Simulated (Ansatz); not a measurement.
`F[Si](F)(O[SiH3])O[SiH3]`, charge 0, multiplicity 1.

Question: Give a relaxed structure at PBE0-D4/def2-TZVP (Ansatz). (An estimate is asked.)

Answer: Computed: 
Z-matrix (Å, degrees):
```
Si
F 1 1.575
O 1 1.598 2 108.5
O 1 1.598 2 110.1 3 -124.0
F 1 1.574 2 107.0 3 118.4
Si 3 1.641 1 150.3 2 -148.3
Si 4 1.641 1 151.7 2 62.8
H 6 1.485 3 109.5 1 18.4
H 6 1.482 3 109.1 1 -101.8
H 6 1.481 3 108.3 1 138.2
H 7 1.482 4 109.3 1 -90.5
H 7 1.485 4 109.5 1 29.9
H 7 1.481 4 108.0 1 149.6
```
This is one stationary point; other conformers may exist.
